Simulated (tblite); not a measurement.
Isomers of C7H12N (doublet state). Calculated harmonic vibrations of the isolated species, GFN2-xTB (tblite), most abundant isotopes, no scaling. This tight-binding method is rough: wavenumbers can miss measured ones by several per cent, in bad cases by 10 to 20. One conformer each. Open shells enter through the occupations alone, without spin polarisation, and single modes of such species can be off by tens of per cent.

Electronic energies: GFN2-xTB at the same geometries; isomer energies are rough at this level and their order can be wrong.

```tsv
SMILES	electronic energy, lowest = 0 (kcal/mol)
[H]/N=C1/C[C@@H](C[CH2])[C@H]1C	29.9
[H]/N=C1/[CH][C@@H](CC)[C@H]1C	15.4
C=[C]CCC(=C)CN	58.5
C=C1[CH]CCC[C@@H]1N	2.6
C=C[C@@H]1[N]C[C@@H]1CC	32.5
CNCC1=C[CH]CC1	1.1
[CH2]C(=C)N1CCCC1	0.0
```

Q: How do GFN2-xTB zero-point energies change the relative energies?

A: 
| SMILES | ZPE (kcal/mol) | of it from modes above 1550 cm⁻¹ | electronic (kcal/mol) | with ZPE, lowest = 0 (kcal/mol) | lowest mode (cm⁻¹) | rings |
| --- | --- | --- | --- | --- | --- | --- |
| [CH2]C(=C)N1CCCC1 | 108.2 | 51.8 | 0.0 | 0.0 | 52 | 1 |
| CNCC1=C[CH]CC1 | 108.3 | 51.3 | 1.1 | 1.3 | 41 | 1 |
| C=C1[CH]CCC[C@@H]1N | 109.2 | 54.8 | 2.6 | 3.6 | 79 | 1 |
| [H]/N=C1/[CH][C@@H](CC)[C@H]1C | 107.9 | 54.4 | 15.4 | 15.1 | 64 | 1 |
| [H]/N=C1/C[C@@H](C[CH2])[C@H]1C | 106.9 | 54.6 | 29.9 | 28.6 | 34 | 1 |
| C=C[C@@H]1[N]C[C@@H]1CC | 107.4 | 53.8 | 32.5 | 31.8 | 51 | 1 |
| C=[C]CCC(=C)CN | 106.2 | 59.5 | 58.5 | 56.6 | 30 | 0 |

The zero-point energies span 3.0 kcal/mol, from `C=[C]CCC(=C)CN` to `C=C1[CH]CCC[C@@H]1N`. The order is unchanged.

Q: What do entropy and thermal enthalpy add at 298.15 K and 1 bar (rigid rotor, harmonic oscillator, one conformer each)?

A: 
```
                         SMILES  point group  symmetry number  S (cal/(mol K))  H − H(0) (kcal/mol)  ZPE + H − H(0) − TS (kcal/mol)
                 CNCC1=C[CH]CC1           C1                1             94.2                 6.14                            86.4
            C=C1[CH]CCC[C@@H]1N           C1                1             88.2                 5.74                            88.6
 [H]/N=C1/[CH][C@@H](CC)[C@H]1C           C1                1             94.6                 6.43                            86.1
[H]/N=C1/C[C@@H](C[CH2])[C@H]1C           C1                1             95.4                 6.49                            84.9
        C=C[C@@H]1[N]C[C@@H]1CC           C1                1             95.5                 6.33                            85.3
                 C=[C]CCC(=C)CN           C1                1            100.0                 6.93                            83.4
```

S holds R ln(2S + 1) for the spin.

Not tabulated: `[CH2]C(=C)N1CCCC1` (point group not settled).
